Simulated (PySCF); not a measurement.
CH5O, SMILES C[OH2+], charge +1. Atoms are numbered in the order given.

```xyz
7

C     -0.7968    -0.0180     0.0000
O      0.7186     0.0866     0.0000
H     -1.1043     0.5054     0.8985
H     -1.1043     0.5054    -0.8985
H     -1.0631    -1.0701     0.0000
H      1.1518    -0.2629     0.8022
H      1.1518    -0.2629    -0.8022
```
Charge +1, spin multiplicity 1.

Geometry optimised at B3LYP-D3(BJ)/def2-TZVP. The isomer is the one that the SMILES or the coordinates give; other isomers of the formula were not compared.

Level of theory: PySCF 2.14.0 with TDDFT-M06-2X/def2-TZVPD.

Vertical excitations. Gas-phase values at a fixed geometry. State labels are in the subgroup Cs.

```json
[
 {"state": "S1", "symmetry": "A'", "energy (eV)": "9.31", "λ (nm)": "133", "f": "0.000", "main pairs": "HOMO→LUMO 88 %"},
 {"state": "S2", "symmetry": "A\"", "energy (eV)": "10.32", "λ (nm)": "120", "f": "0.003", "main pairs": "HOMO−1→LUMO 83 %"},
 {"state": "S3", "symmetry": "A'", "energy (eV)": "11.20", "λ (nm)": "111", "f": "0.005", "main pairs": "HOMO→LUMO+2 53 %, HOMO→LUMO+4 12 %, HOMO→LUMO+7 9 %"},
 {"state": "S4", "symmetry": "A\"", "energy (eV)": "11.65", "λ (nm)": "106", "f": "0.005", "main pairs": "HOMO→LUMO+1 86 %"},
 {"state": "S5", "symmetry": "A'", "energy (eV)": "12.16", "λ (nm)": "102", "f": "0.109", "main pairs": "HOMO−2→LUMO 58 %, HOMO→LUMO+2 23 %"},
 {"state": "S6", "symmetry": "A\"", "energy (eV)": "12.28", "λ (nm)": "101", "f": "0.041", "main pairs": "HOMO−1→LUMO+2 73 %"},
 {"state": "S7", "symmetry": "A'", "energy (eV)": "12.83", "λ (nm)": "97", "f": "0.076", "main pairs": "HOMO→LUMO+3 39 %, HOMO−2→LUMO 20 %, HOMO→LUMO+2 14 %, HOMO→LUMO+4 14 %"},
 {"state": "S8", "symmetry": "A'", "energy (eV)": "13.09", "λ (nm)": "95", "f": "0.029", "main pairs": "HOMO−1→LUMO+1 82 %"},
 {"state": "S9", "symmetry": "A'", "energy (eV)": "13.29", "λ (nm)": "93", "f": "0.067", "main pairs": "HOMO→LUMO+3 38 %, HOMO→LUMO+4 22 %, HOMO−1→LUMO+1 15 %, HOMO→LUMO+6 14 %"},
 {"state": "S10", "symmetry": "A\"", "energy (eV)": "13.51", "λ (nm)": "92", "f": "0.054", "main pairs": "HOMO−1→LUMO+3 41 %, HOMO→LUMO+5 20 %, HOMO−1→LUMO+4 13 %, HOMO−1→LUMO+2 11 %"},
 {"state": "T1", "symmetry": "A'", "energy (eV)": "8.82", "λ (nm)": "141", "f": "0", "main pairs": "HOMO→LUMO 80 %"},
 {"state": "T2", "symmetry": "A\"", "energy (eV)": "9.89", "λ (nm)": "125", "f": "0", "main pairs": "HOMO−1→LUMO 73 %"},
 {"state": "T3", "symmetry": "A'", "energy (eV)": "10.71", "λ (nm)": "116", "f": "0", "main pairs": "HOMO→LUMO+2 43 %, HOMO−2→LUMO 12 %, HOMO→LUMO+4 11 %, HOMO→LUMO+7 9 %"},
 {"state": "T4", "symmetry": "A\"", "energy (eV)": "11.42", "λ (nm)": "109", "f": "0", "main pairs": "HOMO→LUMO+1 80 %"}
]
```
Triplets are in the Tamm–Dancoff approximation, which puts them higher than full response would, so one can lie above its singlet here.
